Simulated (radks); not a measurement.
The numbers below are computed, except where a source is named.
Ionisation of La, [Xe] 5d1 6s2, to La+, [Xe] 5d2, under several functionals. Non-relativistic Kohn-Sham, spin-polarised, spherical densities, point nucleus; open shells are filled with parallel spins first (spin-orbit coupling, left out, can overturn this in heavy ions); a radial shooting solver on a logarithmic mesh with Libxc functionals.

[
 {"functional": "revTPSS", "E(La) (hartree)": "-8222.3427", "Exc (hartree)": "-195.5063", "IE (eV)": "4.213", "-e(HOMO) (eV)": "3.349", "<r> HOMO (bohr)": "4.720", "IE error (eV)": "-1.364"},
 {"functional": "exchange-only PBE", "E(La) (hartree)": "-8220.2513", "Exc (hartree)": "-193.4002", "IE (eV)": "4.229", "-e(HOMO) (eV)": "2.688", "<r> HOMO (bohr)": "4.860", "IE error (eV)": "-1.348"},
 {"functional": "HCTH/407", "E(La) (hartree)": "-8228.7121", "Exc (hartree)": "-202.1233", "IE (eV)": "4.704", "-e(HOMO) (eV)": "3.285", "<r> HOMO (bohr)": "4.799", "IE error (eV)": "-0.873"},
 {"functional": "Wu-Cohen GGA", "E(La) (hartree)": "-8222.5570", "Exc (hartree)": "-195.7439", "IE (eV)": "4.362", "-e(HOMO) (eV)": "3.339", "<r> HOMO (bohr)": "4.641", "IE error (eV)": "-1.215"},
 {"functional": "BP86", "E(La) (hartree)": "-8224.5995", "Exc (hartree)": "-197.8052", "IE (eV)": "4.648", "-e(HOMO) (eV)": "3.458", "<r> HOMO (bohr)": "4.644", "IE error (eV)": "-0.929"},
 {"functional": "TPSS", "E(La) (hartree)": "-8223.4766", "Exc (hartree)": "-196.6564", "IE (eV)": "4.202", "-e(HOMO) (eV)": "3.303", "<r> HOMO (bohr)": "4.704", "IE error (eV)": "-1.375"},
 {"functional": "LDA (Slater exchange, VWN5 correlation)", "E(La) (hartree)": "-8217.5793", "Exc (hartree)": "-190.7113", "IE (eV)": "4.772", "-e(HOMO) (eV)": "3.462", "<r> HOMO (bohr)": "4.615", "IE error (eV)": "-0.805"},
 {"functional": "PW91", "E(La) (hartree)": "-8224.3723", "Exc (hartree)": "-197.5798", "IE (eV)": "4.483", "-e(HOMO) (eV)": "3.362", "<r> HOMO (bohr)": "4.662", "IE error (eV)": "-1.094"},
 {"functional": "RPBE", "E(La) (hartree)": "-8223.6487", "Exc (hartree)": "-196.8470", "IE (eV)": "4.346", "-e(HOMO) (eV)": "3.282", "<r> HOMO (bohr)": "4.720", "IE error (eV)": "-1.231"},
 {"functional": "B86b exchange with PBE correlation", "E(La) (hartree)": "-8224.1070", "Exc (hartree)": "-197.3097", "IE (eV)": "4.454", "-e(HOMO) (eV)": "3.353", "<r> HOMO (bohr)": "4.657", "IE error (eV)": "-1.123"},
 {"functional": "SOGGA", "E(La) (hartree)": "-8219.8955", "Exc (hartree)": "-193.0512", "IE (eV)": "4.301", "-e(HOMO) (eV)": "3.269", "<r> HOMO (bohr)": "4.672", "IE error (eV)": "-1.276"}
]

NIST Atomic Spectra Database: 5.577 eV (measured). Closest: LDA (Slater exchange, VWN5 correlation). The Delta-SCF values span 0.57 eV, the total energies 11.13 hartree. The highest occupied level is 6s. Relativity is left out here, which matters for elements this heavy. Open shells are spherical and high-spin; term and fine-structure splittings are not resolved.
